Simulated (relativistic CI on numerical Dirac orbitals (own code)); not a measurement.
# V²⁺ in a cubic cluster: L2,3 absorption with charge transfer

Computed with a charge-transfer multiplet model of a cubic metal-ligand cluster with up to one ligand hole, Slater and spin-orbit integrals from Dirac-Coulomb-Breit ions, Slater integrals scaled by 0.8. The ground state mixes d3 with configurations of k ligand holes L, whose averages lie at kΔ + k(k − 1)U_dd/2; a core hole lowers each added d electron by U_cd. 20 K, Lorentzian 0.4 eV and Gaussian 0.3 eV FWHM.

Atomic integrals in eV (Slater integrals scaled, ζ unscaled), ground: F2dd 7.134, F4dd 4.434, zeta_d 0.019; with the core hole: F2dd 7.850, F4dd 4.885, zeta_d 0.030, zeta_core 4.613, F2cd 4.315, G1cd 3.109, G3cd 1.763.

Cluster parameters (eV): Δ = 6.6, U_cd = 5.9, 10Dq = 0.65, 10Dq(ligand) = 1, V(eg) = 2.15, V(t2g) = -1.01, final-state hopping factor = 1.

```
         Case   n_d    d3   d4L     S
U_dd = 4.7 eV  3.22  0.78  0.22  1.50
U_dd = 6.1 eV  3.22  0.78  0.22  1.50
U_dd = 6.8 eV  3.22  0.78  0.22  1.50
```

Weights, n_d and S are thermal averages at 20 K. Photon energies count from the first peak over 30 % of the highest in each spectrum, which can be another peak from case to case. The parameters are a model scan and need not match a compound or its usual spin state. Peaks in eV (height, largest 100):
- U_dd = 4.7 eV: 0.0 (50), 0.9 (100), 1.7 (87), 3.9 (16), 7.1 (55), 8.6 (54)
- U_dd = 6.1 eV: 0.0 (50), 0.8 (100), 1.6 (89), 3.8 (16), 5.9 (28), 7.0 (60), 8.6 (60)
- U_dd = 6.8 eV: 0.0 (49), 0.9 (100), 1.6 (90), 3.9 (16), 6.0 (30), 7.1 (61), 8.6 (61)

For the case U_dd = 4.7 eV, Δ = 6.6 eV is larger than U_dd = 4.7 eV, the Mott-Hubbard side of the Zaanen-Sawatzky-Allen scheme. With the core hole the configuration with one ligand hole lies at Δ + U_dd − U_cd = 5.4, 6.8, 7.5 eV from the one without, in the order of the table; where this is negative the screened configuration lies lower, though the effective hopping of about 4.5 eV (from the holes of the mixed ground state) mixes the two strongly wherever it is as large as the gap.

With at most 1 ligand hole the space is cut while the next configuration still counts, so covalency is underestimated, and a final configuration with one more ligand hole, which can lie low, is missing from the spectra.
